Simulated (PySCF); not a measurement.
Species: diethylene glycol, C₄H₁₀O₃.
Z-matrix (Å and degrees, PBE0-D3(BJ)/def2-SVP geometry), rows numbered from 1:
```
O 
C   1  1.3973
C   2  1.5103  1  111.48
O   3  1.4037  2  107.46  1    61.13
C   4  1.4038  3  114.41  2  -173.68
C   5  1.5108  4  107.75  3  -179.98
O   6  1.3975  5  111.86  4   -61.03
H   1  0.9642  2  105.89  3   -50.17
H   2  1.1013  1  107.90  3  -120.19
H   2  1.1094  1  112.01  3   121.96
H   3  1.1087  2  110.80  1  -177.69
H   3  1.1082  2  109.66  1   -58.62
H   5  1.1088  4  110.83  3   -59.10
H   5  1.1085  4  110.19  3    60.15
H   6  1.1012  5  109.25  4   179.75
H   6  1.1089  5  108.57  4    63.00
H   7  0.9639  6  106.13  5    54.85
```

Linear response at wB97X-D/def2-SVPD (PySCF, frozen core in the response, non-relativistic).

Static isotropic polarisability: 65.35 au (9.68 Å³), principal values 58.1, 64.3, 73.7 au.

(1) What is the polarisability at 1064 nm and at the sodium D line?

(2) What is the isotropic C6 coefficient between two such molecules, C6 = (3/π)∫α(iω)² dω?

(3) Which effective excitation energy ω̄ makes London's formula C6 = (3/4)α²ω̄ exact here?

(4) How many electrons N does the Slater–Kirkwood formula C6 = (3/4)·√N·α^(3/2) need to give this C6?

(5) What molar refraction at the D line follows from R = (4π/3)·N_A·α′, with α′ the polarisability volume?

(6) What n − 1 at the D line would an ideal gas of it have at 273.15 K and 1 atm (2.6868 × 10¹⁹ cm⁻³), by n − 1 = 2π·N·α′?

(7) How anisotropic is the static polarisability, by Δα² = ½[(α1 − α2)² + (α2 − α3)² + (α3 − α1)²]?

## Answers

(1) 65.75 au at 1064 nm (+0.6 %), 66.69 au at 589.3 nm (+2.1 %). The rise at 589.3 nm is 3.33 times that at 1064 nm; a pure ω² law gives 3.26. The lowest singlet lies at 165 nm, shorter than both wavelengths.

(2) 2029 au (Eh·bohr⁶) by a ten-point quadrature over imaginary frequencies, which is 1210 eV·Å⁶ or 117 J·nm⁶/mol.

(3) ω̄ = 4·C6/(3α²) = 0.634 Eh = 17.2 eV. A one-pole form α(ω) = α/(1 − ω²/ω̄²) fitted to the 1064 nm value gives 14.9 eV. London's choice of the ionisation energy (10.24 eV, ΔSCF at the same level) gives C6 = 1210 au, 41 % too low.

(4) N = (4·C6/3)²/α³ = 26.2; the species has 58 electrons in all.

(5) α′ = 9.88 Å³ gives R = 24.93 cm³/mol, for isolated, non-vibrating species.

(6) 16.68 × 10⁻⁴, a formal value whether or not that pressure can be reached.

(7) Δα = 13.6 au, or 0.21 of the isotropic value.

One conformer stands for the species.

The pairwise dispersion term of wB97X-D wasn't added to the energies; at a given geometry it leaves orbitals and properties as they are.
